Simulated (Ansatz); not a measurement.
Calculated with Ansatz (gas phase, PBE0-D4/def2-TZVP geometries, no zero-point term in ΔE). CCSD(T)/CBS adds triple-zeta CCSD(T) − MP2 to the extrapolated MP2 energy (def2 sets, frozen cores). This one scheme is used for every species. DFT in def2-TZVPP. One conformer a species, not always the lowest.

Reaction (formal hydrolysis of a B–P bond): `NBPS` + H₂O → `NBO` + `PS`

```
             level  ΔE (kJ/mol)  difference from CCSD(T)/CBS
           BLYP-D4       -111.0                         -4.3
         r2SCAN-D4       -113.6                         -6.9
           PBE0-D4       -106.2                          0.5
            B2PLYP       -118.9                        -12.2
            r2SCAN       -115.0                         -8.3
           r2SCAN0       -116.5                         -9.8
           LC-ωPBE       -115.0                         -8.3
SCS-MP2/def2-TZVPP       -114.4                         -7.7
CCSD(T)/def2-TZVPP       -110.7                         -4.0
      HF/CBS(def2)       -137.2                        -30.5
       CCSD(T)/CBS       -106.7                            0
```

(1) What do rigid-rotor, harmonic-oscillator terms from PBE0-D4/def2-TZVP frequencies (298.15 K, 1 bar) make of the CCSD(T)/CBS value? (Estimate.)

Largest T1 diagnostic among the species: 0.014.

Answers

(1) Ansatz gave: ΔZPE = +1.1 kJ/mol, ΔH = -109.8 kJ/mol, ΔS = -7 J/(mol·K), ΔG = -107.5 kJ/mol. Modes under 50 cm⁻¹ make the entropy rough.

From BLYP to BHLYP (50 % exact exchange), in def2-TZVPP and without D4, ΔE moves by −7.0 kJ/mol. The D4 term adds +8.4 kJ/mol with B3LYP and +4.7 kJ/mol with PBE0; it sums over pairs of atoms, weighted by their polarisabilities, and B3LYP, whose exchange is more repulsive, gets the larger term. Leaving LDA and LC-ωPBE aside and taking each functional with its dispersion term where it has one, the values, not all of them listed here, spread over 23.9 kJ/mol, from CAM-B3LYP-D4 to revPBE-D4. LDA lies −4.5 kJ/mol from PBE without D4.

B3LYP here is the variant with VWN-RPA as its local correlation; programs differ in this.
